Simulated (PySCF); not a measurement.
## n-GeSiSiSiH10

Geometry:
```tsv
atom	x (Å)	y (Å)	z (Å)
Ge1	0.176	-0.846	2.166
Si2	0.752	-1.495	-0.007
Si3	0.604	0.281	-1.505
Si4	-1.169	1.734	-1.149
H5	0.551	0.566	2.526
H6	0.772	-1.630	3.302
H7	-1.293	-0.877	2.482
H8	-0.141	-2.602	-0.374
H9	2.087	-2.106	0.059
H10	1.876	1.024	-1.469
H11	0.567	-0.258	-2.874
H12	-1.399	1.925	0.287
H13	-0.964	3.063	-1.729
H14	-2.420	1.221	-1.715
```

Level of theory: GIAO mPW1PW91/def2-SVP magnetisability, rotational g tensor and spin-rotation constants, non-relativistic, gas phase in PySCF 2.14.0. Geometry: GFN2-xTB.

The calculation is non-relativistic, which matters for the atoms heavier than Zn.

**Question.** Give the nuclear spin-rotation constants along the inertial axes (H = +C I·J) beside the isotropic shieldings.

**Answer.** Rotational constants 2.7956, 0.8650, 0.6939 GHz. A star marks the isotopologue with that one atom substituted, in its own axes.
```tsv
atom	isotope	Caa (kHz)	Cbb (kHz)	Ccc (kHz)	mean (kHz)	σ (ppm)
H5	1H	-0.248	-0.050	-0.015	-0.105	28.7
H6	1H	0.058	-0.080	-0.067	-0.029	28.5
H7	1H	-0.265	-0.035	-0.023	-0.108	28.7
H8	1H	-0.265	-0.079	0.016	-0.109	28.3
H9	1H	-0.209	-0.013	-0.049	-0.090	28.2
H10	1H	-0.268	-0.081	0.018	-0.111	28.4
H11	1H	-0.137	-0.030	-0.055	-0.074	28.3
H12	1H	-0.084	-0.029	-0.068	-0.061	28.4
H13	1H	-0.049	-0.073	-0.041	-0.054	28.3
H14	1H	-0.246	-0.083	0.014	-0.105	28.4
Ge1	73Ge*	-0.581	-0.177	-0.146	-0.301	1783.4
Si2	29Si*	-1.148	-0.376	-0.294	-0.606	522.6
Si3	29Si*	-1.148	-0.360	-0.293	-0.601	527.6
Si4	29Si*	-1.230	-0.363	-0.301	-0.631	514.1
```
For the geometry as given, no vibrational averaging.
